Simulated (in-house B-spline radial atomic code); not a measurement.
Configurations of Nd IV (Nd3+), with energies counted from [Xe] 4f3. Method: scalar-relativistic (X2C) LC-wPBE, spin-polarised, spherical fractional occupations, Fermi nucleus of rms radius 4.9123 fm. Calculated with a B-spline radial code for spherical atoms. Shells without spins written out take the highest spin.

Caution: exact exchange at fractional occupations of open shells leaves self-interaction of up to several eV.

Occupations are held fixed; configurations that lie above the ionisation limit could autoionise.

```
                                                   configuration  E - E(ref) (eV)  highest orbital  its <r> (bohr)
                                                    [Xe] 4f2 6s1           12.438            6s up            3.16
                                                    [Xe] 4f2 6d1           25.757            6d up           5.078
                                       [Kr] 4d10 4f3 5s2 5p5 5d1           29.119            5d up           2.229
                                       [Kr] 4d10 4f3 5s2 5p5 5f1           45.006            5f up           4.731
[Kr] 4d10 4f(3 up, 0 down) 5s2 5p(3 up, 2 down) 5f(0 up, 1 down)           45.124          5f down           4.814
                                        [Kr] 4d9 4f3 5s2 5p6 5d1            132.6            5d up           2.181
                                        [Kr] 4d9 4f3 5s2 5p6 6p1           140.92            6p up           3.796
```

Task: Order these further configurations by energy, lowest first.
A. [Kr] 4d10 4f(0 up, 3 down) 5s2 5p(2 up, 3 down) 6s(1 up, 0 down)
B. [Xe] 4f(1 up, 2 down)
C. [Xe] 4f(2 up, 0 down) 5d(1 up, 0 down)
D. [Kr] 4d(5 up, 4 down) 4f(0 up, 3 down) 5s2 5p6 6s(1 up, 0 down)
E. [Xe] 4f2 6p1

Result: B (4.5905 eV), C (11.218 eV), E (19.402 eV), A (30.637 eV), D (136.98 eV).

Task: How far above the reference does [Kr] 4d10 4f3 5s2 5p5 6d1 lie?

Result: 43.469 eV; its least bound orbital is 6d up with <r> = 5.117 bohr.

Task: How far above the reference does [Kr] 4d10 4f3 5s2 5p5 6p1 lie?

Result: 37.164 eV; its least bound orbital is 6p up with <r> = 3.838 bohr.
